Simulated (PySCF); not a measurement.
## Re²⁺ (rhenium, charge +2) across methods

[Xe] 4f14 5d4 6s1, 6s spin antiparallel (an excited configuration). Calculation: PySCF 2.14, in aug-cc-pVTZ-PP with ECP60MDF; scalar relativity through the core potential.

```tsv
method	E (hartree)	mean ε 5p β (eV)	mean ε 5d α (eV)	mean ε 6s β (eV)	Σ⟨r²⟩ (bohr²)	⟨S²⟩
wB97X-V	-77.3952	-69.834	-28.482	-23.464	34.36	4.741
revPBE	-77.4867	-64.812	-24.568	-20.380	34.48	4.747
PBE0	-77.4129	-67.125	-26.200	-21.204	34.43	4.743
BLYP	-77.4125	-64.716	-24.350	-20.595	34.54	4.746
PBE	-77.4401	-64.809	-24.591	-20.484	34.50	4.747
LDA	-77.2386	-64.749	-24.615	-20.891	34.58	4.746
UHF	-76.86219	-72.705	-30.166	-22.541	34.56	4.706
r2SCAN	-77.4438	-65.518	-25.008	-20.596	34.50	4.742
```

Question: Estimate the same row for TPSS.

Answer: E (hartree) = -77.4076; mean ε 5p β (eV) = -65.017; mean ε 5d α (eV) = -24.584; mean ε 6s β (eV) = -20.295; Σ⟨r²⟩ (bohr²) = 34.53; ⟨S²⟩ = 4.746.

Energies and moments cover only the electrons outside the core potential. Spin-orbit coupling, absent here, splits the open shell strongly. With the s spin flipped the determinant is a mixture of two multiplicities, not a spectroscopic state.
